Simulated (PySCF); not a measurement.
Gas-phase reaction: 2 InCl + 3 Br2 = 2 InBr3 + Cl2

Energies from PySCF (xtb for GFN2), thermal terms from the rigid-rotor harmonic-oscillator model, ideal gas at 1 bar. † marks an energy on the PBE0/def2-TZVP geometry and frequencies; other levels use their own. MP2 and CCSD(T) freeze the core. All species are closed-shell singlets. In: scalar-relativistic def2 core potential, no spin-orbit coupling. Br: all electrons, no relativistic terms. MP2 isn't extrapolated to the basis-set limit. CCSD(T) isn't extrapolated to the basis-set limit.

```
level              ΔH°(298 K), kJ
-----------------  --------------
CCSD(T)/def2-SVP†             [?]
GFN2-xTB                     -263
HF/def2-TZVP†                -514
M06-2X/def2-TZVP†             [?]
MP2/def2-SVP†                 [?]
PBE/def2-SVP                 -397
PBE0/def2-SVP†               -449
r2SCAN/def2-TZVP†             [?]
```

### Question
Complete the blanks.

### Answer

- CCSD(T)/def2-SVP†, ΔH°(298 K), kJ: -511
- M06-2X/def2-TZVP†, ΔH°(298 K), kJ: -508
- MP2/def2-SVP†, ΔH°(298 K), kJ: -574
- r2SCAN/def2-TZVP†, ΔH°(298 K), kJ: -485
